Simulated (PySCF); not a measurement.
Work out the structure from these simulated measurements.

Formula: C6H8BrF.

| Item | Value |
| --- | --- |
| Dipole | 3.21 D [CAM-B3LYP/def2-SVPD] |
| 1H NMR | chemical shifts (computed TMS as zero) by class: 6.82 (1 H), 5.62 (1 H), 5.59 (1 H), 5.52 (2 H), 1.66 (3 H) ppm [GIAO PBE/pcSseg-1] |
| NMR, other nuclei | isotropic shieldings of nuclei other than C and H, by class: 415 (1 F), 1985 (1 Br) ppm [GIAO PBE/pcSseg-1] |
| 13C NMR | chemical shifts (computed TMS as zero) by class: 152.2 (1 C), 143.5 (1 C), 133.9 (1 C), 118.1 (1 C), 87.4 (1 C), 16.3 (1 C) ppm [GIAO PBE/pcSseg-1] |
| Valence photoelectron | vertical ionisation energy: 8.83 eV [ΔSCF CAM-B3LYP/def2-SVPD] |
| Triplet | lowest triplet excitation (Tamm–Dancoff): 3.10 eV [TDA CAM-B3LYP/def2-SVPD] |
| Rotational structure | rotational constants A, B, C: 1.900, 0.769, 0.551 GHz [PBE0-D3(BJ)/def2-SVP] |
| Couplings | largest of the computed one-bond spin–spin couplings (means over like bonds): 19F–13C -231.1, 13C–1H +178.9, 13C–1H +169.4, 13C–1H +167.6, 13C–1H +153.9 (×2), 13C–1H +134.4 (×3), 13C–13C +85.9, 13C–13C +82.5 Hz [B3LYP/pcJ-1 (pcSseg-1 on Br), spin–dipole term left out for some pairs] |

Electronic properties: PySCF, gas phase, density fitting. Levels stand in brackets. One conformer (not necessarily the lowest) at the PBE0-D3(BJ)/def2-SVP geometry, without solvent, vibrations or thermal averaging. Relativistic effects, spin–orbit coupling among them, are left out although an element past zinc is present. Each NMR value is the plain mean over a class of atoms that symmetry, rotation or inversion makes alike.

Problem. Propose a structure and show how it fits.

Solution. Numbering: `[CH2:1]=[C:2]([Br:3])/[C:4]([CH3:5])=[CH:6]/[CH2:7][F:8]`. Its formula, C6H8BrF, gives 2 degrees of unsaturation: 0 rings and 2 π bonds in the structure found. 6 carbons fall into 6 classes; from least to most shielded: fully substituted alkene carbon [C2] (152.2 ppm), alkene CH carbon [C6] (143.5 ppm), fully substituted alkene carbon [C4] (133.9 ppm), terminal =CH2 carbon [C1] (118.1 ppm), sp3 C–F carbon [C7] (87.4 ppm), allylic carbon [C5] (16.3 ppm). Hydrogen classes from least to most shielded: 1 H on an alkene CH carbon, C6 (6.82 ppm), 1 H on a terminal =CH2 carbon, C1 (5.62 ppm), 1 H on a terminal =CH2 carbon, C1 (5.59 ppm), 2 H on an sp3 C–F carbon, C7 (5.52 ppm), 3 H on an allylic carbon, C5 (1.66 ppm). The other shieldings belong to: 415 ppm, alkyl fluorine [F8]; 1985 ppm, vinyl bromine [Br3]. The couplings run between: -231.1 Hz, alkyl fluorine [F8] and sp3 C–F carbon [C7]; +178.9 Hz, terminal =CH2 carbon [C1] and its hydrogen; +169.4 Hz, alkene CH carbon [C6] and its hydrogen; +167.6 Hz, terminal =CH2 carbon [C1] and its hydrogen; +153.9 Hz, sp3 C–F carbon [C7] and its hydrogen (with 1 like pair); +134.4 Hz, allylic carbon [C5] and its hydrogen (with 2 like pairs); +85.9 Hz, terminal =CH2 carbon [C1] and fully substituted alkene carbon [C2]; +82.5 Hz, fully substituted alkene carbon [C4] and alkene CH carbon [C6]. The first electron is taken from the HOMO, whose largest Löwdin shares are 0.23 on the terminal =CH2 carbon, 0.19 on the alkene CH carbon, 0.16 on a fully substituted alkene carbon and 0.15 on a fully substituted alkene carbon. By its constants the optimised geometry is an asymmetric top. Structure: `C=C(Br)/C(C)=C/CF`. The assignments are read from this structure; whether some other isomer fits the data as well wasn't checked. NMR values of atoms bound to Br lack the spin–orbit term that these neighbours bring.

Conformer computed: `[CH2:1]=[C:2]([Br:3])/[C:4]([CH3:5])=[CH:6]/[CH2:7][F:8]`: C1–C2–C4–C5 -1°, C4–C6–C7–F8 -177°.
